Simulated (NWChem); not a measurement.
The numbers come from NWChem runs, not from measurements. System: hydrogen iodide (HI), charge 0, spin multiplicity 1, at a geometry optimised with PBE/def2-SVP with def2 effective core potentials on I. Level: CCSD(T)/def2-TZVPP with def2 effective core potentials on I, 4 core orbitals frozen.

Input file:

```
start mol
memory heap 100 mb stack 700 mb global 1900 mb
geometry units angstroms nocenter noautoz
  I      0.000000     0.000000     0.030237
  H      0.000000     0.000000    -1.602562
  symmetry group C2v
end
basis spherical
  * library def2-tzvpp
end
ecp
  I library def2-ecp
end
scf
  rhf
  nopen 0
  maxiter 100
  thresh 1e-7
  semidirect memsize 60000000 filesize 0
end
tce
  freeze core 4
  ccsd(t)
  2eorb
  2emet 13
  thresh 1e-6
  maxiter 100
  tilesize 24
end
task tce energy
```

NWChem printed:

```
             Northwest Computational Chemistry Package (NWChem) 7.3.0
             --------------------------------------------------------

                                NWChem Input Module
                                -------------------

 Scaling coordinates for geometry "geometry" by  1.889725989
 (inverse scale =  0.529177249)

 Turning off AUTOSYM since
 SYMMETRY directive was detected!

                             Geometry "geometry" -> ""
                             -------------------------

 Output coordinates in angstroms (scale by  1.889725989 to convert to a.u.)

  No.       Tag          Charge          X              Y              Z
 ---- ---------------- ---------- -------------- -------------- --------------
    1 I                   53.0000     0.00000000     0.00000000     0.03023700
    2 H                    1.0000     0.00000000     0.00000000    -1.60256200

 Effective nuclear repulsion energy (a.u.)      17.1768810472

            Nuclear Dipole moment (a.u.)
            ----------------------------
        X                 Y               Z
 ---------------- ---------------- ----------------
     0.0000000000     0.0000000000    -0.0000018897

      Symmetry information
      --------------------

 Group name             C2v
 Group number             16
 Group order               4
 No. of unique centers     2

      Symmetry unique atoms

     1    2


 Summary of "ao basis" -> "" (spherical)
 ------------------------------------------------------------------------------
       Tag                 Description            Shells   Functions and Types
 ---------------- ------------------------------  ------  ---------------------
 *                         def2-tzvpp                 on all atoms

 Summary of "ao basis" -> "ao basis" (spherical)
 ------------------------------------------------------------------------------
       Tag                 Description            Shells   Functions and Types
 ---------------- ------------------------------  ------  ---------------------
 I                         def2-tzvpp               16       50   6s5p3d2f
 H                         def2-tzvpp                6       14   3s2p1d

                                 NWChem SCF Module
                                 -----------------

  ao basis        = "ao basis"
  functions       =    64
  atoms           =     2
  closed shells   =    13
  open shells     =     0
  charge          =   0.00
  wavefunction    = RHF
  use symmetry    = T
  symmetry adapt  = T

 Summary of "ao basis" -> "ao basis" (spherical)
 ------------------------------------------------------------------------------
       Tag                 Description            Shells   Functions and Types
 ---------------- ------------------------------  ------  ---------------------
 I                         def2-tzvpp               16       50   6s5p3d2f
 H                         def2-tzvpp                6       14   3s2p1d

      Symmetry analysis of basis
      --------------------------

        a1         28
        a2          6
        b1         15
        b2         15

 Forming initial guess at       0.0s

      Superposition of Atomic Density Guess
      -------------------------------------

 Sum of atomic energies:        -347.66164078

      Non-variational initial energy
      ------------------------------

 Total energy =    -297.165495
 1-e energy   =    -533.924435
 2-e energy   =     228.656637
 HOMO         =      -0.352557
 LUMO         =       0.024914

      Symmetry analysis of molecular orbitals - initial
      -------------------------------------------------

 !! scf_movecs_sym_adapt:   40 vectors were symmetry contaminated

  Symmetry fudging

 !! scf_movecs_sym_adapt:   32 vectors were symmetry contaminated

  Numbering of irreducible representations:

     1 a1          2 a2          3 b1          4 b2

  Orbital symmetries:

     1 a1          2 a1          3 b1          4 b2          5 a1
     6 b2          7 b1          8 a1          9 a2         10 a1
    11 a1         12 b2         13 b1         14 a1         15 a1
    16 b2         17 b1         18 a1         19 b2         20 b1
    21 a1         22 a2         23 a1

 Starting SCF solution at       0.4s

 ----------------------------------------------
         Quadratically convergent ROHF

 Convergence threshold     :          1.000E-07
 Maximum no. of iterations :          100
 Final Fock-matrix accuracy:          1.000E-09
 ----------------------------------------------

              iter       energy          gnorm     gmax       time
             ----- ------------------- --------- --------- --------
                 1     -297.2273029135  3.53D-01  1.87D-01      0.4
                 2     -297.2402233379  1.65D-01  4.32D-02      0.4
                 3     -297.2421330913  1.07D-02  4.02D-03      0.4
                 4     -297.2421500589  6.75D-05  1.60D-05      0.4
                 5     -297.2421500591  1.22D-09  5.69D-10      0.5

       Final RHF  results
       ------------------

         Total SCF energy =   -297.242150059128
      One-electron energy =   -534.278402614568
      Two-electron energy =    228.933950174686
 Nuclear repulsion energy =      8.102302380754

        Time for solution =      0.1s

       Symmetry analysis of molecular orbitals - final
       -----------------------------------------------

  Numbering of irreducible representations:

     1 a1          2 a2          3 b1          4 b2

  Orbital symmetries:

     1 a1          2 a1          3 b1          4 b2          5 a1
     6 b1          7 b2          8 a1          9 a2         10 a1
    11 a1         12 b2         13 b1         14 a1         15 a1
    16 b2         17 b1         18 a1         19 b2         20 b1
    21 a2         22 a1         23 a1

             Final eigenvalues
             -----------------

              1
    1   -7.7483
    2   -5.6025
    3   -5.5934
    4   -5.5934
    5   -2.2990
    6   -2.2937
    7   -2.2937
    8   -2.2838
    9   -2.2838
   10   -0.9124
   11   -0.5282
   12   -0.3866
   13   -0.3866
   14    0.0832
   15    0.2336
   16    0.2691
   17    0.2691
   18    0.3006
   19    0.3319
   20    0.3319
   21    0.3550
   22    0.3550
   23    0.5547

                       ROHF Final Molecular Orbital Analysis
                       -------------------------------------

 Vector   11  Occ=2.000000D+00  E=-5.282407D-01  Symmetry=a1
              MO Center=  2.9D-15,  1.9D-15, -4.4D-01, r^2= 2.1D+00
   Bfn.  Coefficient  Atom+Function         Bfn.  Coefficient  Atom+Function
  ----- ------------  ---------------      ----- ------------  ---------------
    18     -0.372743  1 I  pz                12      0.352259  1 I  pz
    52      0.294393  2 H  s                 15     -0.269870  1 I  pz
     6     -0.251482  1 I  s                  5     -0.231031  1 I  s
     3      0.166255  1 I  s                  2     -0.156006  1 I  s

 Vector   12  Occ=2.000000D+00  E=-3.866290D-01  Symmetry=b2
              MO Center= -3.6D-19, -1.9D-15,  9.3D-03, r^2= 2.0D+00
   Bfn.  Coefficient  Atom+Function         Bfn.  Coefficient  Atom+Function
  ----- ------------  ---------------      ----- ------------  ---------------
    17      0.565217  1 I  py                11     -0.454127  1 I  py
    14      0.356605  1 I  py                20      0.270200  1 I  py

 Vector   13  Occ=2.000000D+00  E=-3.866290D-01  Symmetry=b1
              MO Center= -1.6D-15, -2.0D-19,  9.3D-03, r^2= 2.0D+00
   Bfn.  Coefficient  Atom+Function         Bfn.  Coefficient  Atom+Function
  ----- ------------  ---------------      ----- ------------  ---------------
    16      0.565217  1 I  px                10     -0.454127  1 I  px
    13      0.356605  1 I  px                19      0.270200  1 I  px

 Vector   14  Occ=0.000000D+00  E= 8.316063D-02  Symmetry=a1
              MO Center= -2.4D-16, -2.2D-15, -3.6D-01, r^2= 4.7D+00
   Bfn.  Coefficient  Atom+Function         Bfn.  Coefficient  Atom+Function
  ----- ------------  ---------------      ----- ------------  ---------------
    53      1.514981  2 H  s                 21      1.013344  1 I  pz
     6     -0.931339  1 I  s                 18      0.354263  1 I  pz
    12     -0.226271  1 I  pz                52      0.188703  2 H  s
     3      0.175620  1 I  s                 15      0.173923  1 I  pz
     2     -0.154959  1 I  s

 Vector   15  Occ=0.000000D+00  E= 2.335522D-01  Symmetry=a1
              MO Center= -8.7D-15,  2.8D-14, -7.6D-01, r^2= 6.1D+00
   Bfn.  Coefficient  Atom+Function         Bfn.  Coefficient  Atom+Function
  ----- ------------  ---------------      ----- ------------  ---------------
    18      1.219422  1 I  pz                21     -1.060878  1 I  pz
    53      0.847040  2 H  s                  6     -0.386867  1 I  s
    34     -0.366537  1 I  d  0              52     -0.249028  2 H  s
    59      0.161816  2 H  pz

 Vector   16  Occ=0.000000D+00  E= 2.690618D-01  Symmetry=b2
              MO Center= -1.2D-19, -1.9D-14,  8.2D-03, r^2= 6.4D+00
   Bfn.  Coefficient  Atom+Function         Bfn.  Coefficient  Atom+Function
  ----- ------------  ---------------      ----- ------------  ---------------
    20      1.595116  1 I  py                17     -1.390394  1 I  py
    11      0.230766  1 I  py

 center of mass
 --------------
 x =   0.00000000 y =   0.00000000 z =   0.03282778

 moments of inertia (a.u.)
 ------------------
           9.519469988566           0.000000000000           0.000000000000
           0.000000000000           9.519469988566           0.000000000000
           0.000000000000           0.000000000000           0.000000000000

  Mulliken analysis of the total density
  --------------------------------------

    Atom       Charge   Shell Charges
 -----------   ------   -------------------------------------------------------
    1 I   25    25.04   0.19 -0.77  1.58  1.01  1.09  0.83 -0.49  6.45  1.34  2.75  1.03  9.23  0.76  0.04  0.01  0.00
    2 H    1     0.96   0.20  0.54  0.17  0.00  0.05  0.00

       Multipole analysis of the density wrt the origin
       ------------------------------------------------

     L   x y z        total         open         nuclear
     -   - - -        -----         ----         -------
     0   0 0 0      0.000000      0.000000     26.000000

     1   1 0 0     -0.000000      0.000000      0.000000
     1   0 1 0     -0.000000      0.000000      0.000000
     1   0 0 1     -0.218863      0.000000     -1.599912

     2   2 0 0    -21.580217      0.000000      0.000000
     2   1 1 0      0.000000      0.000000      0.000000
     2   1 0 1      0.000000      0.000000      0.000000
     2   0 2 0    -21.580217      0.000000      0.000000
     2   0 1 1      0.000000      0.000000      0.000000
     2   0 0 2    -17.903215      0.000000      9.252849

                   NWChem Extensible Many-Electron Theory Module
                   ---------------------------------------------


            General Information
            -------------------
      Number of processors :     1
         Wavefunction type : Restricted Hartree-Fock
          No. of electrons :    26
           Alpha electrons :    13
            Beta electrons :    13
           No. of orbitals :   128
            Alpha orbitals :    64
             Beta orbitals :    64
        Alpha frozen cores :     4
         Beta frozen cores :     4
     Alpha frozen virtuals :     0
      Beta frozen virtuals :     0
         Spin multiplicity : singlet
    Number of AO functions :    64
       Number of AO shells :    22
        Use of symmetry is : on
      Symmetry adaption is : on
         Schwarz screening : 0.10D-09

          Correlation Information
          -----------------------
          Calculation type : Coupled-cluster singles & doubles w/ perturbation
   Perturbative correction : (T)
            Max iterations :      100
        Residual threshold : 0.10D-05
     T(0) DIIS level shift : 0.00D+00
     L(0) DIIS level shift : 0.00D+00
     T(1) DIIS level shift : 0.00D+00
     L(1) DIIS level shift : 0.00D+00
     T(R) DIIS level shift : 0.00D+00
     T(I) DIIS level shift : 0.00D+00
   CC-T/L Amplitude update :  5-th order DIIS
                I/O scheme : Global Array Library
        L-threshold :  0.10D-05
        EOM-threshold :  0.10D-05
 no EOMCCSD initial starts read in
 TCE RESTART OPTIONS
 SLICE:      F
 D4D5:       F
 quantumc:   F
 qrotation:  F
 pwtce:      F
 qducc:      F
 nacto:                         0
 nrotv:                         0
 nrot:                          0

            Memory Information
            ------------------
          Available GA space size is     249032704 doubles
          Available MA space size is     104840180 doubles

 Maximum block size supplied by input
 Maximum block size        24 doubles

 tile_dim =     22

 -------------------------------------------------

 Global array virtual files algorithm will be used

 Parallel file system coherency ......... OK

 4-electron integrals stored in orbital form

 v2    file size   =           964422
 4-index algorithm nr.  13 is used
 imaxsize =       30
 imaxsize ichop =        0


CCSD iterations
 ---------------------------------------------------------
 Iter          Residuum       Correlation     Cpu    Wall
 ---------------------------------------------------------
    1   0.2057409629248  -0.5071829357511     0.2     0.2
    2   0.0362106597002  -0.4751360206996     0.2     0.2
    3   0.0093334375479  -0.4851961470399     0.2     0.2
    4   0.0032585390348  -0.4849167135277     0.2     0.2
    5   0.0012738642892  -0.4853644401106     0.2     0.2
    6   0.0003240994761  -0.4854607645222     0.2     0.2
    7   0.0001314673847  -0.4854795731201     0.2     0.2
    8   0.0000547140090  -0.4854803520401     0.2     0.2
    9   0.0000287387998  -0.4854809910332     0.2     0.2
   10   0.0000141172268  -0.4854815257637     0.2     0.2
   11   0.0000016332834  -0.4854822163991     0.2     0.2
   12   0.0000006831332  -0.4854820573105     0.2     0.2
 -----------------------------------------------------------------
 Iterations converged
 CCSD correlation energy / hartree =        -0.485482057310483
 CCSD total energy / hartree       =      -297.727632116438258

 Singles contributions

 Doubles contributions
 CCSD(T)
 Using plain CCSD(T) code
             total no. of tasks          500
 total no. of tasks / no. procs          500
                         wl_min          125           2.2
                         wl_max       681472           9.4
        thresh for no. of tasks          500

 CCSD[T]  correction energy / hartree =        -0.009740491045435
 CCSD[T] correlation energy / hartree =        -0.495222548355918
 CCSD[T] total energy / hartree       =      -297.737372607483678
 CCSD(T)  correction energy / hartree =        -0.009476105126828
 CCSD(T) correlation energy / hartree =        -0.494958162437311
 CCSD(T) total energy / hartree       =      -297.737108221565109

 Task  times  cpu:        6.0s     wall:        6.0s

 Total times  cpu:        6.1s     wall:        6.1s
```
